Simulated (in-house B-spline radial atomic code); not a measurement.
PBEsol excitations of Be²⁺

Method: PBEsol. Computed with an all-electron radial atomic-structure program (B-spline basis): linear response of the closed shell 1s2 with the functional's adiabatic kernel; scalar-relativistic (spin-free one-electron X2C), finite nucleus, no spin-orbit coupling, no double excitations, S, P, D and F terms only.

Command:
```bash
python run_td.py task.json out
```
Settings (radii: box in bohr, nucleus in fm):
```
Z                        4
electrons                2
configuration            1s2
hamiltonian              x2c
method                   pbesol
box_radius               29.48
rms_radius               2.519
intervals                75
```

Time taken, with all properties: 0.1 s on 1 thread of Intel(R) Xeon(R) 6975P-C (Granite Rapids), with other jobs on the host.

The lowest states, in the order of their Tamm-Dancoff energies; the method's threshold (minus the highest occupied level) is 131.38 eV. Labels give the largest channel, * marks a mixed state, and oscillator strengths are full-response dipole values. Semilocal kernels can invert the small singlet-triplet splittings of Rydberg terms. Energies in eV:

```json
{"state": "1s → 2s 3S", "full response": "109.65", "Tamm-Dancoff": "109.66", "oscillator strength": "-"}
{"state": "1s → 2s 1S", "full response": "112.13", "Tamm-Dancoff": "112.20", "oscillator strength": "-"}
{"state": "1s → 2p 3P", "full response": "113.17", "Tamm-Dancoff": "113.19", "oscillator strength": "-"}
{"state": "1s → 2p 1P", "full response": "?", "Tamm-Dancoff": "?", "oscillator strength": "?"}
{"state": "1s → 3s 3S", "full response": "?", "Tamm-Dancoff": "?", "oscillator strength": "-"}
{"state": "1s → 3s 1S", "full response": "123.97", "Tamm-Dancoff": "123.98", "oscillator strength": "-"}
{"state": "1s → 3p 3P", "full response": "124.36", "Tamm-Dancoff": "124.36", "oscillator strength": "-"}
{"state": "1s → 3p 1P", "full response": "124.64", "Tamm-Dancoff": "124.65", "oscillator strength": "0.0764"}
{"state": "1s → 3d 3D", "full response": "125.14", "Tamm-Dancoff": "125.14", "oscillator strength": "-"}
{"state": "1s → 3d 1D", "full response": "125.14", "Tamm-Dancoff": "125.14", "oscillator strength": "-"}
{"state": "1s → 4s 3S", "full response": "127.25", "Tamm-Dancoff": "127.25", "oscillator strength": "-"}
{"state": "1s → 4s 1S", "full response": "127.44", "Tamm-Dancoff": "-", "oscillator strength": "-"}
```

Where does 1s → 3s 3S lie?

At 123.46 eV in full response, 123.46 eV in Tamm-Dancoff.

Where does 1s → 2p 1P lie?

At 114.51 eV in full response, 114.52 eV in Tamm-Dancoff, oscillator strength 0.392.

How large is the singlet-triplet splitting of 1s → 2s (S terms) in Tamm-Dancoff?

2.53 eV, from the unrounded values.

What polarisabilities and dispersion coefficient does the method give?

Dipole 0.05579 bohr³, quadrupole 0.0177 bohr⁵, C6 0.01224 hartree·bohr⁶ for two such species.
